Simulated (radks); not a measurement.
Spherical quantum dot in the effective-mass picture: electrons in a hard-walled sphere of radius 8.01, with a point charge +1 (a donor) at the centre, all in effective atomic units (hartree* = m*/eps^2 hartree, bohr* = eps/m* bohr), one dielectric constant everywhere. Method: non-relativistic Kohn-Sham, PBE, spin-polarised, spherical densities; computed with a radial shooting solver with Libxc functionals. Levels are named by radial order and angular momentum (1s, 1p, 1d, 2s, ...), and open shells are averaged over m. Results are scaled to m* = 0.367 and eps = 13.9, for which hartree* = 51.69 meV and bohr* = 2.004 nm.

N = 4, configuration 1s2 1p(up 2, down 0). This is the lowest configuration that the search found. Occupied levels:

| level | occupation | eigenvalue (meV) | <r> (nm) |
|---|---|---|---|
| 1s down | 1 | 22.243 | 4.619 |
| 1s up | 1 | 22.372 | 6.369 |
| 1p up | 2 | 27.454 | 10.18 |

Energy (meV): total 13.4398, kinetic 41.486, external -88.186, Hartree 96.831, exchange-correlation -36.691.
